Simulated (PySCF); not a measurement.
**Atomic charges by several schemes**

Compound: C₆H₆F₂.
Z-matrix (Å and degrees, GFN2-xTB geometry), rows numbered from 1:
```
F 
C   1  1.3665
C   2  1.3070  1  121.31
C   3  1.4559  2  153.21  1     0.44
C   4  1.3226  3   62.76  2   179.48
C   5  1.4668  3  145.96  4  -179.69
C   6  1.5265  5  112.10  3   179.41
F   7  1.3718  6  110.22  5   -67.83
H   2  1.0773  1  112.01  3   179.95
H   4  1.0617  3  146.50  5   179.12
H   6  1.0946  5  108.86  3    58.26
H   6  1.0935  5  109.42  3   -59.15
H   7  1.0947  6  111.54  5    50.57
H   7  1.0949  6  111.23  5   174.06
```

Density: PBE0/pcSseg-1 (PySCF); schemes: Mulliken, IAO, Hirshfeld and ESP-fitted. Isolated species at its GFN2-xTB geometry (one conformer only).

Task: Tabulate the Mulliken, IAO, Hirshfeld and ESP-fitted charges.

Result: In e:

```csv
atom,environment,Mulliken,IAO,Hirshfeld,ESP-fitted
F1,vinyl fluorine,-0.316,-0.301,-0.129,-0.140
C2,vinylic C–F carbon,+0.151,+0.012,-0.041,-0.240
C3,fully substituted alkene carbon,-0.087,-0.039,-0.052,+0.021
C4,alkene CH carbon,-0.067,-0.135,-0.022,-0.105
C5,fully substituted alkene carbon,+0.001,+0.060,+0.036,+0.016
C6,allylic carbon,-0.224,-0.296,-0.060,-0.199
C7,sp3 C–F carbon,+0.174,+0.051,+0.033,+0.157
F8,alkyl fluorine,-0.337,-0.325,-0.121,-0.246
H9,vinylic hydrogen,+0.083,+0.149,+0.044,+0.179
H10,vinylic hydrogen,+0.080,+0.188,+0.088,+0.187
H11,methylene hydrogen,+0.163,+0.176,+0.062,+0.143
H12,methylene hydrogen,+0.153,+0.172,+0.065,+0.114
H13,methylene hydrogen,+0.111,+0.143,+0.047,+0.054
H14,methylene hydrogen,+0.114,+0.144,+0.051,+0.058
```

Mean size of the charges over all atoms: IAO 0.157 e, Mulliken 0.147 e, ESP-fitted 0.133 e, Hirshfeld 0.061 e. Each set sums to the total charge, 0, to within 0.001 e. The Hirshfeld scheme weights the molecular density at each point by an atom's share of the summed free-atom densities.

Lowest charge. The schemes don't all agree: Mulliken F8 (-0.337); IAO F8 (-0.325); Hirshfeld F1 (-0.129); ESP-fitted F8 (-0.246).

Highest charge. The schemes don't all agree: Mulliken C7 (+0.174); IAO H10 (+0.188); Hirshfeld H10 (+0.088); ESP-fitted H10 (+0.187).

Task: How closely do the schemes follow one another over all atoms?

Result: Correlation coefficient and root-mean-square difference: IAO with Hirshfeld 0.94, 0.122 e; Mulliken with IAO 0.92, 0.070 e; Mulliken with Hirshfeld 0.87, 0.119 e; Hirshfeld with ESP-fitted 0.85, 0.100 e; IAO with ESP-fitted 0.83, 0.101 e; Mulliken with ESP-fitted 0.69, 0.130 e.

Task: Sum the charges by element.

Result: 
```
element  atoms  Mulliken     IAO  Hirshfeld  ESP-fitted
      F      2    -0.653  -0.626     -0.250      -0.385
      C      6    -0.051  -0.347     -0.107      -0.350
      H      6    +0.704  +0.973     +0.357      +0.736
```
